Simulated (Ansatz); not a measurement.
System: H₃BO₂, charge 0, singlet. H3BO2 (SMILES OBO).
B3LYP-D3(BJ)/def2-TZVP minimum from Ansatz (a quantum-chemistry and plane-wave program):
```
B
O 1 1.3567
H 2 0.9653 1 112.89
O 1 1.3670 2 119.37 3 0.00
H 4 0.9609 1 113.80 2 -180.00
H 1 1.1934 2 118.36 3 -180.00
```
Charge 0, spin multiplicity 1.

Wanted: atomisation energy (electronic, to ground-state atoms), in kcal/mol. UHF or UKS for unpaired electrons; spin-orbit terms are left out. CBS(X,Y): correlation extrapolated as X^-3, Hartree-Fock from the larger set (Q,5: extrapolated as (X+1)exp(-9√X)). A bracket is a step between two methods taken in the basis named. Functionals run without relativity, which enters their misses. Double hybrids freeze cores in their MP2 part. '+ core + X2C': CCSD(T) terms for core correlation (cc-pwCVTZ) and scalar relativity (cc-pVTZ-DK). For partners of very few electrons the exact lower level stands in for a higher one.

CCSD(T)/CBS(cc-pVQZ,cc-pV5Z) + [CCSDT(Q) - CCSD(T)]/cc-pVTZ + core + X2C (Ansatz) gives 587.3 kcal/mol.

How far off this value is PBE/def2-TZVPD (Ansatz), in which direction, and which of these levels come nearer: B2PLYP/def2-TZVPD, CCSD(T)/CBS(cc-pVQZ,cc-pV5Z) + core + X2C?

PBE gives 594.9 kcal/mol, 7.6 kcal/mol above it. Differences of the others: B2PLYP/def2-TZVPD (Ansatz) -7.3; CCSD(T)/CBS(cc-pVQZ,cc-pV5Z) + core + X2C (Ansatz) -0.1 kcal/mol. Nearer than PBE: B2PLYP/def2-TZVPD, CCSD(T)/CBS(cc-pVQZ,cc-pV5Z) + core + X2C.
